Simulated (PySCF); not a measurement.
BiI₃, SMILES [I][Bi]([I])[I].

Geometry: B3LYP-D3(BJ)/def2-SVP. The isomer is the one that the SMILES or the coordinates give; other isomers of the formula were not compared. The def2 effective core potentials stand for the cores of Bi, I; spin–orbit coupling is left out.

The numbers are results of r2SCAN/def2-TZVP in PySCF, not measurements.

```yaml
total_energy: -1108.36337 hartree
point_group: C3v
highest_occupied_level: -6.79 eV
lowest_empty_level: -3.74 eV
orbital_gap: 3.05 eV
dipole_moment: 2.64 D
quadrupole, principal values (traceless, Buckingham form, about the centre of nuclear charge): -3.59, -3.59, 7.18 D·Å
mean_static_polarisability: 153.5 bohr³ (22.74 Å³)
polarisability_principal_values: 107.7, 176.4, 176.4 bohr³
```
